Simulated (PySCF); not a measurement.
# One molecule, several mistakes: CGeH5NSi

These are calculations, not measurements. They come from PySCF 2.14.0, an open-source quantum chemistry program, on an isolated molecule that a program drew, which may never have been made. The molecule is CGeH5NSi (charge 0, singlet), drawn as the SMILES string `NC=[SiH][GeH]`.

Each row is a Hartree-Fock (HF) and frozen-core CCSD(T) single point in the cc-pV(D+d)Z basis, meant for a local HF minimum. Run 1 is clean. Each other run has one planted mistake out of seven kinds, and not every kind appears here: one electron removed, one electron added, multiplicity raised by two, geometry at a saddle point, minimal basis STO-3G, one bond length entered in bohr, all coordinates scaled. The reference is restricted for singlets and unrestricted otherwise, and also for a bond in bohr. Adding or removing an electron swaps singlet and doublet. Electrons count all cores. HOMO and LUMO are orbital energies over both spins, the gradient is its largest component, and the lowest frequency (negative if imaginary) is given only where the gradient is small. Bond lengths are over the 8 bonds as drawn. T1 is the CCSD diagnostic: over 0.02 (restricted) or 0.045 (unrestricted) a single reference is doubtful. Germanium has the cc-pVDZ-PP basis, with a core potential (ECP10MDF) in place of its 10 inner electrons, and its 3s, 3p and 3d shells are frozen in CCSD(T).

Geometry of the clean run:
```xyz
9
CGeH5NSi, angstrom
N    -1.7442    1.9466    1.4568
C    -1.5372    1.3531    0.2939
Si   -1.4702   -0.4185   -0.0942
Ge   -1.7656   -2.0484    1.5405
H    -1.7587    2.9398    1.5463
H    -1.8929    1.4014    2.2824
H    -1.3902    2.0595   -0.5211
H    -1.2119   -0.5395   -1.5441
H    -1.9587   -0.8966    2.6314
```

| run | electrons | basis functions | <S^2> | HOMO (eV) | LUMO (eV) | gradient (hartree/bohr) | lowest frequency (cm^-1) | mean bond (Å) | longest bond (Å) | T1 | HF (hartree) | CCSD(T) (hartree) | mistake |
|---|---|---|---|---|---|---|---|---|---|---|---|---|---|
| 1 | 64 | 99 | 0.000 | -6.59 | 0.57 | 2.1e-05 | 60 | 1.4533 | 2.327 | 0.0217 | -677.46600 | -678.02353 | no fault |
| 2 | 63 | 99 | 0.892 | -13.32 | -5.08 | 4.9e-02 | - | 1.4533 | 2.327 | 0.0371 | -677.25507 | -677.77233 | one electron removed |
| 3 | 65 | 99 | 1.120 | -1.34 | 7.17 | 6.8e-02 | - | 1.4533 | 2.327 | 0.0354 | -677.48493 | -678.03622 | one electron added |
| 4 | 64 | 99 | 1.185 | -7.36 | 0.90 | 3.5e-02 | - | 1.6551 | 3.430 | 0.0894 | -677.37985 | -677.91440 | ? |

**Which mistake was planted in run 4, and what did it cost?**

The mean bond changes by a factor of 1.139 and the longest by 1.474, so the molecule wasn't scaled as a whole. A length L in bohr read as angstrom grows by (1/0.5292 - 1) L = 0.890 L. The 8 bonds together grew by 8 x 0.2018 = 1.614 Å, which gives L = 1.814 Å. That is bond C2-Si3, 1.815 Å in the clean geometry. So the mistake is: one bond length entered in bohr. Subtracting run 1 and multiplying by 627.51 kcal/mol a hartree, the energy moved by 54.1 kcal/mol in HF and 68.5 kcal/mol in CCSD(T).

Cautions from the logs. Run 1: T1 is over the limit, so its CCSD(T) energy is less reliable; run 4: T1 is over the limit, so its CCSD(T) energy is less reliable.
